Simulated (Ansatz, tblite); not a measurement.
Cost and result up the ladder for BeCl2 (3 atoms). Total charge 0; singlet. Geometry: r2SCAN-D4/def2-TZVP.

Cartesian coordinates in Å:
```
Be 0.000 0.000 0.000
Cl -1.491 -0.978 -0.275
Cl 1.491 0.978 0.275
```

Ansatz on 4 threads of Intel Xeon on a shared host; xTB runs through tblite on one thread. Times are rough, summed over both states, and most runs start from the orbitals of an earlier one. No level here is sound enough to serve as a yardstick. The other state is a doublet.

The xTB rows come from tblite. Correlated methods freeze 10 core orbitals. In CCSD on the charge 1 doublet the largest single amplitude is 0.35, so its Hartree–Fock determinant may place the open shell otherwise than the density functionals do. HOMO above LUMO, or a gap near zero within one spin, warns that the state may not be the lowest or that an electron is smeared out.

Run but left out: HF/def2-TZVPP, MP2/def2-TZVPP (charge +1 doublet: a determinant that CCSD turns far, T1 0.061).

Correlated methods converge slowly with the basis.

Raw xTB energies of ions are shifted by several eV.

```
                            level  functions  wall time  vertical IE (eV)                                     remarks
                         GFN1-xTB         22    0.024 s             15.62                                           –
                         GFN2-xTB         22    0.042 s             15.45                                           –
                 PBE-D4/def2-TZVP         93      9.1 s             11.47  gap within one spin near zero (+1 doublet)
r2SCAN-D4/def2-TZVP (with forces)         93       13 s             11.70                                           –
               CCSD(T)/def2-TZVPP        103       28 s             12.30               large T1 (0.061) (+1 doublet)
```
